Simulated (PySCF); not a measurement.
PySCF input for BeF, SMILES [Be][F], multiplicity 2, TDA-LC-ωPBE/def2-TZVPD. Coordinates come from a r2SCAN-D4/def2-TZVPD optimisation. The multiplicity is an assumed one; other spin states were not compared.

```python
import numpy as np
from pyscf import gto, scf, dft, tdscf

mol = gto.M(
    atom='''
    Be    0.00000000    0.00000000   -0.95085804
    F     0.00000000    0.00000000    0.42260357
    ''',
    basis='def2-TZVPD',
    charge=0,
    spin=1,
    max_memory=1600,
    verbose=4,
)
mf = dft.UKS(mol, xc='lc_wpbe').density_fit(auxbasis='def2-universal-jkfit')
mf.grids.level = 3
mf.conv_tol = 1e-9
mf.max_cycle = 100
mf.kernel()
fine, coarse = mf.grids, dft.Grids(mol).set(level=1).build(with_non0tab=True)
for _ in range(3):  # follow internal instabilities
    mf.grids = coarse
    mo, _, stable, _ = mf.stability(return_status=True, nroots=4)
    mf.grids = fine
    if stable:
        break
    mf.kernel(mf.make_rdm1(mo, mf.mo_occ))
mf.grids = dft.Grids(mol).set(level=1).build(with_non0tab=True)  # coarser grid for the response kernel
td = tdscf.TDA(mf)
td.nstates = 10
td.conv_tol = 1e-4
td.positive_eig_threshold = 1e-6
td.kernel(x0=td.get_init_guess(mf, 15))
td.analyze()
```

Output:

```
PySCF version 2.14.0

[INPUT] verbose = 4
[INPUT] num. atoms = 2
[INPUT] num. electrons = 13
[INPUT] charge = 0
[INPUT] spin (= nelec alpha-beta = 2S) = 1
[INPUT] symmetry False subgroup None
[INPUT] Mole.unit = angstrom
[INPUT] Symbol           X                Y                Z      unit          X                Y                Z       unit  Magmom
[INPUT]  1 Be     0.000000000000   0.000000000000  -0.950858040000 AA    0.000000000000   0.000000000000  -1.796861278941 Bohr   0.0
[INPUT]  2 F      0.000000000000   0.000000000000   0.422603570000 AA    0.000000000000   0.000000000000   0.798605006563 Bohr   0.0

nuclear repulsion = 13.8703400622315
number of shells = 24
number of NR pGTOs = 86
number of NR cGTOs = 62
basis = def2-TZVPD
ecp = {}


[settings echo left out]
init E= -114.569599671981
  alpha nocc = 7  HOMO = -0.226692783747261  LUMO = 0.0354999196692053
  beta  nocc = 6  HOMO = -0.633388059972751  LUMO = -0.226692783747275

WARN: HOMO -0.226692783747261 >= LUMO -0.226692783747275

cycle= 1 E= -114.490338926436  delta_E= 0.0793  |g|= 0.451  |ddm|= 0.933
  alpha nocc = 7  HOMO = -0.334533109712499  LUMO = 0.0446972731755578
  beta  nocc = 6  HOMO = -0.372317960914912  LUMO = -0.049395541895322
  HOMO = -0.334533109712  LUMO = -0.0493955418953  gap/eV = 7.75899
cycle= 2 E= -114.474086759562  delta_E= 0.0163  |g|= 0.614  |ddm|= 0.696
  alpha nocc = 7  HOMO = -0.33606415357611  LUMO = 0.0451964207933095
  beta  nocc = 6  HOMO = -0.536448550463916  LUMO = -0.0373170695338843
  HOMO = -0.336064153576  LUMO = -0.0373170695339  gap/eV = 8.12932
cycle= 3 E= -114.577168187826  delta_E= -0.103  |g|= 0.0311  |ddm|= 0.309
  alpha nocc = 7  HOMO = -0.335761996547859  LUMO = 0.048191518329987
  beta  nocc = 6  HOMO = -0.54771938705641  LUMO = -0.0208801507969696
  HOMO = -0.335761996548  LUMO = -0.020880150797  gap/eV = 8.56837
cycle= 4 E= -114.57911037415  delta_E= -0.00194  |g|= 0.0101  |ddm|= 0.0679
  alpha nocc = 7  HOMO = -0.335516055148787  LUMO = 0.0485451580675259
  beta  nocc = 6  HOMO = -0.549094073079381  LUMO = -0.0167182459807407
  HOMO = -0.335516055149  LUMO = -0.0167182459807  gap/eV = 8.67493
cycle= 5 E= -114.579343099724  delta_E= -0.000233  |g|= 0.00343  |ddm|= 0.0324
  alpha nocc = 7  HOMO = -0.335222095719494  LUMO = 0.0486426148599598
  beta  nocc = 6  HOMO = -0.548373082826424  LUMO = -0.0155895819140923
  HOMO = -0.335222095719  LUMO = -0.0155895819141  gap/eV = 8.69764
cycle= 6 E= -114.579361982371  delta_E= -1.89e-05  |g|= 0.00071  |ddm|= 0.0135
  alpha nocc = 7  HOMO = -0.335298060049709  LUMO = 0.0486327940949464
  beta  nocc = 6  HOMO = -0.548350287652341  LUMO = -0.0155393182486847
  HOMO = -0.33529806005  LUMO = -0.0155393182487  gap/eV = 8.70108
cycle= 7 E= -114.579362906596  delta_E= -9.24e-07  |g|= 0.000129  |ddm|= 0.00419
  alpha nocc = 7  HOMO = -0.335295897962084  LUMO = 0.0486290772987035
  beta  nocc = 6  HOMO = -0.548406998865751  LUMO = -0.0155501187946925
  HOMO = -0.335295897962  LUMO = -0.0155501187947  gap/eV = 8.70073
cycle= 8 E= -114.579362936266  delta_E= -2.97e-08  |g|= 2.3e-05  |ddm|= 0.000794
  alpha nocc = 7  HOMO = -0.335295360702474  LUMO = 0.0486278228743889
  beta  nocc = 6  HOMO = -0.548408716840314  LUMO = -0.0155572486925806
  HOMO = -0.335295360702  LUMO = -0.0155572486926  gap/eV = 8.70052
cycle= 9 E= -114.579362937317  delta_E= -1.05e-09  |g|= 4.72e-06  |ddm|= 8.56e-05
  alpha nocc = 7  HOMO = -0.335294903183062  LUMO = 0.048627446759357
  beta  nocc = 6  HOMO = -0.548409615938625  LUMO = -0.0155593554921225
  HOMO = -0.335294903183  LUMO = -0.0155593554921  gap/eV = 8.70045
cycle= 10 E= -114.579362937374  delta_E= -5.74e-11  |g|= 1.33e-06  |ddm|= 1.74e-05
  alpha nocc = 7  HOMO = -0.335294949902128  LUMO = 0.0486274014693307
  beta  nocc = 6  HOMO = -0.548409756052416  LUMO = -0.0155595234671324
  HOMO = -0.335294949902  LUMO = -0.0155595234671  gap/eV = 8.70044
Extra cycle  E= -114.579362937377  delta_E= -2.96e-12  |g|= 6.44e-07  |ddm|= 3.63e-06
converged SCF energy = -114.579362937377  <S^2> = 0.75096929  2S+1 = 2.0009691
tot grids = 10384
uhf_internal: lowest eigs of H = [0.30192876 0.30192996 0.46359544 0.50043951]
<class 'pyscf.df.df_jk.DFUKS'> wavefunction is stable in the internal stability analysis
tot grids = 10384
Overwritten attributes  positive_eig_threshold  of <class 'pyscf.tdscf.uks.TDA'>


******** <class 'pyscf.tdscf.uks.TDA'> for <class 'pyscf.df.df_jk.DFUKS'> ********
nstates = 10
deg_eia_thresh = 1.000e-03
wfnsym = None
conv_tol = 0.0001
eigh lindep = 1e-12
eigh level_shift = 0
eigh max_cycle = 100


Excitation energies (eV)
[4.17906589 4.17906589 6.40273409 6.77212904 7.47357681 7.47357682
 8.31101905 8.31101905 9.06817064 9.44167997]

** Excitation energies and oscillator strengths **
Excited State   1:      4.17907 eV    296.68 nm  f=0.1844
       7a ->    8a     -0.53948
       7a ->    9a      0.67643
       7a ->   13a      0.48403
Excited State   2:      4.17907 eV    296.68 nm  f=0.1844
       7a ->    8a     -0.67643
       7a ->    9a     -0.53948
       7a ->   12a     -0.48403
Excited State   3:      6.40273 eV    193.64 nm  f=0.1784
       7a ->   10a     -0.90712
       7a ->   14a      0.15294
       7a ->   15a     -0.37663
Excited State   4:      6.77213 eV    183.08 nm  f=0.0005
       7a ->   11a      0.97896
       7a ->   14a     -0.12448
       7a ->   20a      0.11384
Excited State   5:      7.47358 eV    165.90 nm  f=0.0071
       7a ->    8a     -0.31204
       7a ->    9a      0.38994
       7a ->   13a     -0.82845
       7a ->   19a     -0.18074
Excited State   6:      7.47358 eV    165.90 nm  f=0.0071
       7a ->    8a     -0.38994
       7a ->    9a     -0.31204
       7a ->   12a      0.82845
       7a ->   18a     -0.18074
Excited State   7:      8.31102 eV    149.18 nm  f=0.0277
       7a ->   13a     -0.11367
       5b ->    7b      0.44108
       6b ->    7b     -0.83882
       6b ->   10b     -0.12792
       6b ->   11b      0.17049
       6b ->   17b     -0.13143
Excited State   8:      8.31102 eV    149.18 nm  f=0.0277
       7a ->   12a     -0.11367
       5b ->    7b     -0.83882
       5b ->   10b     -0.12792
       5b ->   11b      0.17049
       5b ->   17b     -0.13143
       6b ->    7b     -0.44108
Excited State   9:      9.06817 eV    136.72 nm  f=0.0618
       5a ->    8a      0.11585
       6a ->    9a      0.11585
       7a ->   10a     -0.41097
       7a ->   14a     -0.40237
       7a ->   15a      0.76538
       7a ->   23a     -0.10411
Excited State  10:      9.44168 eV    131.32 nm  f=0.0021
       5a ->    8a      0.26487
       5a ->   12a      0.16644
       6a ->    9a      0.26487
       6a ->   13a      0.16644
       7a ->   15a     -0.15042
       4b ->    7b      0.78695
       4b ->   10b      0.11629
       4b ->   11b     -0.17235
       4b ->   17b      0.12633

** Transition electric dipole moments (AU) **
state          X           Y           Z        Dip. S.      Osc.
  1         1.1559     -0.6816      0.0000      1.8008      0.1844
  2        -0.6816     -1.1559      0.0000      1.8008      0.1844
  3        -0.0000     -0.0000     -1.0665      1.1374      0.1784
  4        -0.0000      0.0000      0.0550      0.0030      0.0005
  5         0.1694     -0.1003     -0.0000      0.0388      0.0071
  6        -0.1003     -0.1694     -0.0000      0.0388      0.0071
  7        -0.3179      0.1865     -0.0000      0.1359      0.0277
  8        -0.1865     -0.3179      0.0000      0.1359      0.0277
  9         0.0000     -0.0000      0.5272      0.2779      0.0618
 10        -0.0000      0.0000     -0.0945      0.0089      0.0021

** Transition velocity dipole moments (imaginary part, AU) **
state          X           Y           Z        Dip. S.      Osc.
  1         0.1223     -0.0721      0.0000      0.0202      0.0876
  2        -0.0721     -0.1223      0.0000      0.0202      0.0876
  3        -0.0000      0.0000     -0.2642      0.0698      0.1978
  4        -0.0000      0.0000     -0.0217      0.0005      0.0013
  5         0.0638     -0.0377     -0.0000      0.0055      0.0133
  6        -0.0377     -0.0638     -0.0000      0.0055      0.0133
  7        -0.0761      0.0446     -0.0000      0.0078      0.0170
  8        -0.0446     -0.0761      0.0000      0.0078      0.0170
  9         0.0000     -0.0000      0.1959      0.0384      0.0768
 10        -0.0000      0.0000     -0.0100      0.0001      0.0002

** Transition magnetic dipole moments (imaginary part, AU) **
state          X           Y           Z
  1         0.4527      0.7678      0.0000
  2         0.7678     -0.4527     -0.0000
  3         0.0000      0.0000      0.0000
  4         0.0000      0.0000      0.0000
  5        -0.0363     -0.0613      0.0000
  6        -0.0613      0.0363     -0.0000
  7         0.0166      0.0282     -0.0000
  8        -0.0282      0.0166      0.0000
  9         0.0000      0.0000     -0.0000
 10        -0.0000     -0.0000     -0.0000
```

Self-consistency was reached.

Cost: very roughly 21 core-seconds.
